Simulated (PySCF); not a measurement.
Computed shifts of a molecule C₂H₇FSi₂, B3LYP/pcSseg-1 (PySCF), GIAO, gas phase, atoms alike by connectivity averaged where their shifts nearly agree, in ppm (number of nuclei): ¹⁹F: -234.6 (1). ²⁹Si: -6.1 (1), -77.0 (1). ¹³C: 159.2 (1), 156.0 (1). ¹H: 7.48 (1), 6.93 (1), 5.61 (2), 4.44 (3). References: ¹⁹F against CFCl3 (σ = 161.7 ppm); ²⁹Si against TMS (σ = 338.7 ppm); ¹³C against TMS (σ = 181.3 ppm); ¹H against TMS (σ = 31.68 ppm), references at their B3LYP-D3(BJ)/def2-TZVP geometries, non-relativistic. Geometry: PBE0-D3(BJ)/def2-SVP. The values are those of a single conformer.

Task: Pick the molecule that these values belong to.
A. C=C([SiH3])[SiH2]F
B. F[SiH2]/C=C\[SiH3]
C. FC=C([SiH3])[SiH3]
D. FC1[SiH2]C[SiH2]1

Result: B, F[SiH2]/C=C\[SiH3]
